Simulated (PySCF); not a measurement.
Isomers of C3H9B, mass 56.080 u with the commonest isotopes. Theory: PBE0-D3(BJ)/def2-SVP geometry optimisation, gas phase (PySCF 2.14.0). One conformer each, none proved a minimum here; rigid rotors.

Question: Order these by rotational constant A, largest first.
A. `[CH3:1][BH:2][CH2:3][CH3:4]` with C1–B2–C3–C4 -2°
B. `[BH2:1][CH2:2][CH2:3][CH3:4]` with H–B1–C2–C3 2° and -179°, B1–C2–C3–C4 -179°
C. `[H]B([H])C(C)C` (BH2(iPr))
D. BMe3, `CB(C)C`

Answer: B (25186 MHz), A (13359 MHz), C (8003 MHz), D (7281 MHz).

Question: Order these by dipole moment, smallest first.
A. `[BH2:1][CH2:2][CH2:3][CH3:4]` with H–B1–C2–C3 2° and -179°, B1–C2–C3–C4 -179°
B. `[CH3:1][BH:2][CH2:3][CH3:4]` with C1–B2–C3–C4 -2°
C. BMe3 (`CB(C)C`)

Answer: C (0.04 D), B (0.43 D), A (0.70 D).

Question: Order these by rotational constant B, largest first.
A. `[BH2:1][CH2:2][CH2:3][CH3:4]` with H–B1–C2–C3 2° and -179°, B1–C2–C3–C4 -179°
B. BMe3, `B(C)(C)C`
C. BH2(iPr), `[H]B([H])C(C)C`
D. `[CH3:1][BH:2][CH2:3][CH3:4]` with C1–B2–C3–C4 -2°

Answer: C (7955 MHz), B (7273 MHz), D (4730 MHz), A (3731 MHz).

```json
{"SMILES": "BCCC", "point group": "–", "Ia (u·Å²)": "20.07", "Ib (u·Å²)": "135.44", "Ic (u·Å²)": "146.23", "κ": "-0.97", "μa (D)": "0.62", "μb (D)": "0.32", "μc (D)": "0.00"}
{"SMILES": "[H]B([H])C(C)C", "point group": "Cs", "Ia (u·Å²)": "63.15", "Ib (u·Å²)": "63.53", "Ic (u·Å²)": "114.71", "κ": "0.97", "μa (D)": "0.01", "μb (D)": "0.67", "μc (D)": "0.26"}
{"SMILES": "CBCC", "point group": "–", "Ia (u·Å²)": "37.83", "Ib (u·Å²)": "106.84", "Ic (u·Å²)": "135.44", "κ": "-0.79", "μa (D)": "0.19", "μb (D)": "0.37", "μc (D)": "0.13"}
{"SMILES": "CB(C)C", "point group": "near C3h", "Ia (u·Å²)": "69.41", "Ib (u·Å²)": "69.49", "Ic (u·Å²)": "129.65", "κ": "1.00", "μa (D)": "0.00", "μb (D)": "0.00", "μc (D)": "0.04"}
```
